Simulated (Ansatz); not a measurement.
Ansatz (a quantum-chemistry and plane-wave program) input:

Ansatz 0.2 input:
```yaml
crystal:
  periodic: [false, false, false]
  atoms:
    - {symbol: Sn, position_ang: [-0.00000000, -0.00000000, -0.27417323]}
    - {symbol: O, position_ang: [0.00000000, 0.00000000, 1.71358267]}
basis:
  gaussian:
    orbitals: def2-TZVP
hamiltonian:
  xc: b3lyp
  dispersion: d3bj
total_charge: 1
magnetization: {spin_polarized: true, initial_magnetization: 1}
phonons: {temperatures: {t_min: 298.15, t_max: 298.15, t_step: 100}}
```

Problem. Which total energy does the run end on?

Solution. -289.27927 Eh (B3LYP-D3(BJ)/def2-TZVP). The basis has 81 functions.
